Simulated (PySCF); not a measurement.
**How the method changes the constants of CsSb**

State: ³Σ⁻ (triplet), unpaired electrons π ↑↑. Set-up: basis Cs def2-SVPD with ECP46, Sb def2-SVPD with ECP28; scalar-relativistic core potentials; PySCF 2.14. De refers to Cs + Sb in their high-spin ground configurations, without counterpoise correction. The functionals are run spin-unrestricted. A positive dipole means Cs(−)Sb(+). Levels whose curve was spin-contaminated or gave no clean fit are not listed.

| Level | Re (Å) | ωe (cm⁻¹) | De (eV) | μ (D) |
| --- | --- | --- | --- | --- |
| LDA | 3.595 | 95.6 | 1.48 | -8.48 |
| PBE | 3.685 | 88.0 | 1.22 | -8.74 |
| revPBE | 3.722 | 84.7 | 1.13 | -8.94 |
| r²SCAN | 3.691 | 90.0 | 1.19 | -10.19 |
| TPSSh | 3.685 | 90.7 | 1.29 | -10.02 |
| PBE0 | 3.665 | 92.3 | 1.15 | -10.02 |
| CAM-B3LYP | 3.670 | 94.3 | 1.17 | -10.85 |

The bond length runs from 3.595 Å (LDA) to 3.722 Å (revPBE). De spans 1.13 eV (revPBE, GGA) to 1.48 eV (LDA, local density).

These are scalar-relativistic numbers at best; spin–orbit coupling would shift them, the dissociation energy most. The state is the lowest determinant that a PBE0 search found; another state may lie lower at other levels.

The whole job (state search and all levels along the bond) took about 4.1 min on 1 thread of Arm Neoverse N1 (shared host), peak memory 0.85 GiB.
